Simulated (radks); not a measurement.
The bromine anion Br-, [Kr], held by a Watson sphere: a shell of charge +1.44 at radius R that stands for the Madelung well of a crystal (potential energy -1.44/R inside, -1.44/r outside, in hartree with lengths in bohr). Calculated with a radial shooting solver on a logarithmic mesh with Libxc functionals: scalar-relativistic Kohn-Sham, PBEsol, spin-polarised, spherical densities, finite nucleus; Fermi nuclear charge, rms radius of each element as measured or else 0.836 A^(1/3) + 0.57 fm. Response by self-consistent Sternheimer equations with the Hartree and adiabatic LDA kernel, the relativistic mass of each level held fixed and spin-orbit coupling left out. The sphere does not respond.

R (bohr)  e(3d) (eV)  e(4s) (eV)  e(4p) (eV)  <r> 4p (bohr)  sum of <r^2> (bohr^2)  X-ray form factor at sin(theta)/lambda = 0.1 1/angstrom  alpha (bohr^3)
2.25         -69.492     -24.529     -12.460          2.074                  44.17                                                   33.172           20.09
2.38         -69.254     -24.163     -12.182          2.095                  44.85                                                   33.139           21.12
3.2          -67.869     -22.145     -10.412          2.196                  48.46                                                   32.978           28.39
3.33         -67.654     -21.868     -10.147          2.207                  48.91                                                   32.960           29.60
3.89         -66.755     -20.790      -9.090          2.248                  50.53                                                   32.900           34.70
4.32         -66.114     -20.075      -8.374          2.270                  51.47                                                   32.870           38.40
